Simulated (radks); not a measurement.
Results of a calculation; reference values are marked as such.
As, 33 electrons, occupied as [Ar] 3d10 4s2 4p3. Code: a radial shooting solver on a logarithmic mesh with Libxc functionals. Model: scalar-relativistic Kohn-Sham, LDA (Slater exchange, Perdew-Wang correlation), spin-polarised, spherical densities, point nucleus; open shells are filled with parallel spins first.

Normalised radial functions P(r) = r R(r), r in bohr:

| r | 3p down | 3d up |
|---|---|---|
| 0.003487 | 0.0054 | 0.0000 |
| 0.003995 | 0.0070 | 0.0000 |
| 0.004577 | 0.0089 | 0.0001 |
| 0.005286 | 0.0116 | 0.0001 |
| 0.006056 | 0.0149 | 0.0001 |
| 0.006938 | 0.0191 | 0.0002 |
| 0.008013 | 0.0248 | 0.0003 |
| 0.00918 | 0.0317 | 0.0004 |
| 0.01052 | 0.0404 | 0.0006 |
| 0.01215 | 0.0520 | 0.0009 |
| 0.01392 | 0.0659 | 0.0013 |
| 0.01594 | 0.0832 | 0.0018 |
| 0.01827 | 0.1044 | 0.0027 |
| 0.0211 | 0.1322 | 0.0040 |
| 0.02417 | 0.1641 | 0.0058 |
| 0.02769 | 0.2023 | 0.0084 |
| 0.03198 | 0.2501 | 0.0123 |
| 0.03664 | 0.3026 | 0.0175 |
| 0.04198 | 0.3620 | 0.0249 |
| 0.04848 | 0.4313 | 0.0359 |
| 0.05554 | 0.5010 | 0.0502 |
| 0.06363 | 0.5713 | 0.0695 |
| 0.0729 | 0.6375 | 0.0954 |
| 0.08419 | 0.6957 | 0.1318 |
| 0.09646 | 0.7308 | 0.1764 |
| 0.1105 | 0.7367 | 0.2329 |
| 0.1276 | 0.6996 | 0.3073 |
| 0.1462 | 0.6140 | 0.3922 |
| 0.1675 | 0.4725 | 0.4912 |
| 0.1935 | 0.2601 | 0.6094 |
| 0.2216 | 0.0063 | 0.7298 |
| 0.2539 | -0.2847 | 0.8526 |
| 0.2909 | -0.5901 | 0.9697 |
| 0.336 | -0.8967 | 1.0770 |
| 0.3849 | -1.1373 | 1.1523 |
| 0.441 | -1.3021 | 1.1936 |
| 0.5093 | -1.3746 | 1.1944 |
| 0.5835 | -1.3432 | 1.1537 |
| 0.6685 | -1.2267 | 1.0761 |
| 0.7721 | -1.0367 | 0.9617 |
| 0.8846 | -0.8250 | 0.8327 |
| 1.013 | -0.6119 | 0.6939 |
| 1.161 | -0.4209 | 0.5551 |
| 1.341 | -0.2590 | 0.4177 |
| 1.536 | -0.1493 | 0.3039 |
| 1.76 | -0.0779 | 0.2095 |
| 2.033 | -0.0346 | 0.1322 |
| 2.329 | -0.0142 | 0.0798 |
| 2.668 | -0.0050 | 0.0446 |
| 3.081 | -0.0014 | 0.0218 |
| 3.53 | -0.0004 | 0.0100 |
| 4.044 | -0.0001 | 0.0041 |
| 4.634 | 0.0000 | 0.0015 |
| 5.351 | 0.0000 | 0.0004 |
| 6.131 | 0.0000 | 0.0001 |
| 7.024 | 0.0000 | 0.0000 |
| 8.112 | 0.0000 | 0.0000 |
| 9.294 | 0.0000 | 0.0000 |

3p down: eigenvalue -132.98 eV, 1 radial node at r = 0.222 bohr, <r> = 0.618 bohr, 90 % of the charge inside 0.948 bohr. 3d up: eigenvalue -40.705 eV, 0 radial nodes, <r> = 0.681 bohr, 90 % of the charge inside 1.15 bohr.
